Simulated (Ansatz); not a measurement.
Complex (SMILES): F (HF) with FCl (F-Cl), atoms 1 to 2 the first; geometry from B3LYP-D3(BJ)/def2-TZVP, monomers rigid:
```xyz
4

F      0.3477     0.0277    -0.4961
H     -0.5669     0.0474    -0.3400
F     -2.4822     0.0933    -0.3591
Cl    -3.1336     0.1260    -1.8747
```

Interaction energy at CCSD(T) with Ansatz (an electronic-structure program), kcal/mol, without and with the counterpoise correction (monomers among the partner's ghost functions). Cartesian d functions, on some or all atoms, in 6-31+G*, 6-311G**; all else is spherical. Cores are frozen. No added dispersion term, no relativity. Reference, counterpoise-corrected: Hartree-Fock in aug-cc-pV(Q+d)Z plus the correlation part extrapolated as X^-3 from aug-cc-pV(T+d)Z and aug-cc-pV(Q+d)Z, -2.37.

```tsv
basis	functions	uncorrected
def2-SVP	51	-4.05
6-31+G*	63	-3.26
6-311G**	69	-3.77
def2-SVPD	81	-3.91
aug-cc-pV(D+d)Z	87	-2.78
def2-TZVPP	118	-2.60
def2-TZVPD	135	-2.42
6-311++G(3df,3pd)	143	-3.17
aug-cc-pV(T+d)Z	170	-2.79
cc-pV(Q+d)Z	204	-2.62
pcseg-3	217	-2.59
aug-cc-pV(Q+d)Z	295	-2.61
```

Task: How large is the counterpoise correction in each set?

Result: def2-SVP 1.79, 6-31+G* 1.35, 6-311G** 1.95, def2-SVPD 1.83, aug-cc-pV(D+d)Z 0.83, def2-TZVPP 0.70, def2-TZVPD 0.50, 6-311++G(3df,3pd) 1.11, aug-cc-pV(T+d)Z 0.64, cc-pV(Q+d)Z 0.49, pcseg-3 0.34, aug-cc-pV(Q+d)Z 0.30 kcal/mol. The corrected value lies nearer the reference in 10 of 12 rows.
